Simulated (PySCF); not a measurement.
Input of a run (PBE0-D3(BJ)/def2-SVP geometry optimisation, gas phase (PySCF 2.14.0)), started from GFN2-xTB:
```
{"job": {"xc": "PBE0", "basis": "def2-SVP", "d3": "d3bj", "grid": 1, "kind": "geom"}, "charge": 0, "multiplicity": 1}
C      2.991178    -1.762069     1.185845
C      2.267163    -1.155242     0.259123
O      1.068847    -0.588783     0.545784
C      0.506960     0.308115    -0.328271
C      1.214697     1.049098    -1.171052
C     -1.000758     0.353519    -0.144188
C     -1.288763     0.802444     1.294425
C     -1.673602     1.317330    -1.119804
C     -1.559797    -1.058464    -0.363867
H      2.679590    -1.783046     2.214570
H      3.906944    -2.259595     0.929899
H      2.571659    -1.125395    -0.781903
H      2.289134     0.998801    -1.213155
H      0.749269     1.743668    -1.840663
H     -0.883045     1.796851     1.468742
H     -2.361595     0.828993     1.471257
H     -0.834310     0.114748     2.002236
H     -1.324813     2.335075    -0.965410
H     -1.476897     1.028906    -2.149296
H     -2.749403     1.298095    -0.961078
H     -1.364392    -1.389668    -1.382202
H     -2.634480    -1.065284    -0.197052
H     -1.098338    -1.761113     0.325244
```

Output (energies in Eh, forces in Eh/bohr):
```
step   0  E = -387.72902002  max force = 0.011896
step   1  E = -387.73153111  max force = 0.002397
step   2  E = -387.73163445  max force = 0.001760
step   3  E = -387.73160087  max force = 0.003554
step   4  E = -387.73171405  max force = 0.000924
step   5  E = -387.73172199  max force = 0.000686
step   6  E = -387.73172073  max force = 0.000709
step   7  E = -387.73172723  max force = 0.000286
optimisation converged
```

Task: Summarise the run.

Result: The energy falls by 0.074 eV over 8 energy and gradient evaluations, the largest force component goes from 0.0119 to 2.9e-04 Eh/bohr, and the atoms move by 0.139 Å rms after alignment. Among the bonds, C1–H10, C1–H11 and C5–H14 change most and about equally (+0.017 Å). Bonds longer at the end by more than 0.005 Å: 16 of 22; shorter: 1. Among the dihedrals that turn most is C1–C2–O3–C4, from 164° to 149°. The energy rose by more than 1e-6 Eh at steps 3 and 6. The first step brought 93 % of the lowering.

Task: What are the final bond lengths?

Result: C1=C2 1.331 Å, C2–O3 1.355 Å, O3–C4 1.366 Å, C4=C5 1.339 Å, C4–C6 1.516 Å, C6–C7 1.536 Å, C6–C8 1.526 Å, C6–C9 1.535 Å, C1–H10 1.092 Å, C1–H11 1.090 Å, C2–H12 1.097 Å, C5–H13 1.091 Å, C5–H14 1.088 Å, C7–H15 1.101 Å, C7–H16 1.101 Å, C7–H17 1.099 Å, C8–H18 1.101 Å, C8–H19 1.101 Å, C8–H20 1.101 Å, C9–H21 1.101 Å, C9–H22 1.101 Å, C9–H23 1.099 Å. Numbering counts from 1 in the input's order; the species is `C=COC(=C)C(C)(C)C`.

The run used 196 basis functions and 56 SCF cycles in all. Rough CPU time on one thread of a shared machine: about 4 min.

Whether it is a minimum is left open (no frequencies). The numbers are those of one conformer.
